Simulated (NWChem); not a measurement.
System: C₃H₃ClF₂; SMILES F[C@@H]1C[C@@]1(F)Cl

Program: NWChem. B3LYP is NWChem's, with the RPA form of VWN correlation. Each level has its own optimisation; frequencies are unscaled. Brackets give each atom's bonded neighbours.

For level B3LYP/3-21G:

highest harmonic frequency (cm⁻¹): 3284
lowest (cm⁻¹): 165
zero-point energy (kcal/mol): 35.1
dipole (D): 2.30

### Question
How do the values read with level Hartree-Fock/STO-3G instead?

### Answer
- highest harmonic frequency (cm⁻¹) = 3811
- lowest (cm⁻¹) = 187
- zero-point energy (kcal/mol) = 41.5
- dipole (D) = 2.02
